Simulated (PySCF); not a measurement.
Cards and structures have been mixed up. Pair them.

Structures:
1. `C=C1C=C1OC=O`
2. `FC(F)OCC#[N+][BH3-]`
3. `c1cc2ccc(C(F)=O)cc2cc1`
4. `[SiH3]N([SiH3])[C@@H]1C[SiH2]N[SiH2]1`

Card P (geometry PBE0-D3(BJ)/def2-SVP):
* Rotational constants A, B, C: 2.177, 0.482, 0.395 GHz
* Static isotropic polarisability (PBE0/def2-SVPD): 136.8 au
* Dipole moment (PBE0/def2-SVPD): 4.59 D
* Isotropic shieldings of nuclei other than C and H, by class (GIAO PBE0/pcSseg-1): -93 (1 O), 167 (1 F) ppm
* Lowest triplet excitation (Tamm–Dancoff) (TDA PBE0/def2-SVPD): 2.84 eV
* Point group: Cs

Card Q (geometry PBE0-D3(BJ)/def2-SVP):
* Rotational constants A, B, C: 9.754, 1.593, 1.369 GHz
* Static isotropic polarisability (PBE0/def2-SVPD): 67.8 au
* Dipole moment (PBE0/def2-SVPD): 1.55 D
* Vertical ionisation energy (ΔSCF PBE0/def2-SVPD): 8.14 eV
* Isotropic shieldings of nuclei other than C and H, by class (GIAO PBE0/pcSseg-1): -142 (1 O), 85 (1 O) ppm

Card R (geometry PBE0-D3(BJ)/def2-SVP):
* Rotational constants A, B, C: 4.709, 0.992, 0.861 GHz
* Static isotropic polarisability (PBE0/def2-SVPD): 74.0 au
* Vertical ionisation energy (ΔSCF PBE0/def2-SVPD): 10.18 eV
* Dipole moment (PBE0/def2-SVPD): 6.92 D
* Lowest triplet excitation (Tamm–Dancoff) (TDA PBE0/def2-SVPD): 4.62 eV
* 13C chemical shifts (computed TMS as zero) by class (GIAO PBE0/pcSseg-1): 122.7 (1 C), 111.5 (1 C), 51.8 (1 C) ppm

Card S (geometry PBE0-D3(BJ)/def2-SVP):
* Rotational constants A, B, C: 1.600, 0.620, 0.546 GHz
* Static isotropic polarisability (PBE0/def2-SVPD): 142.1 au
* Lowest triplet excitation (Tamm–Dancoff) (TDA PBE0/def2-SVPD): 5.12 eV
* HOMO energy (PBE0/def2-SVPD): -6.80 eV
* Lowest singlet excitation (TDDFT PBE0/def2-SVPD): 5.39 eV (230 nm, f = 0.005)

Species are written as SMILES; each is one conformer at its optimised geometry, gas phase, non-relativistic unless stated; the electronic structure was computed with PySCF and density fitting. NMR classes are plain means over equivalent atoms (diastereotopic ones count apart unless rotation or inversion swaps them), as if these changed places fast.

**Question.** Which card belongs to which structure?

**Answer.** P = 3, Q = 1, R = 2, S = 4. What ties each card to its structure:
- 1 (card Q), C5H4O2, monoisotopic mass 96.0 u, 7 heavy atoms: an asymmetric top with C = 1.369 GHz, the highest such constant on the cards; polarisability 67.8 au for 50 electrons, the smallest shown; dipole 1.55 D.
- 2 (card R), C3H6BF2NO, monoisotopic mass 121.1 u, 8 heavy atoms: 3 C in 3 classes; the least shielded carbon (122.7 ppm) is a CHF2 carbon; an asymmetric top with C = 0.861 GHz; polarisability 74.0 au for 62 electrons; dipole 6.92 D.
- 3 (card P), C11H7FO, monoisotopic mass 174.0 u, 13 heavy atoms: an asymmetric top with C = 0.395 GHz, the lowest such constant on the cards; polarisability 136.8 au for 90 electrons; dipole 4.59 D.
- 4 (card S), C2H14N2Si4, monoisotopic mass 178.0 u, 8 heavy atoms: an asymmetric top with C = 0.546 GHz; polarisability 142.1 au for 96 electrons, the largest shown.
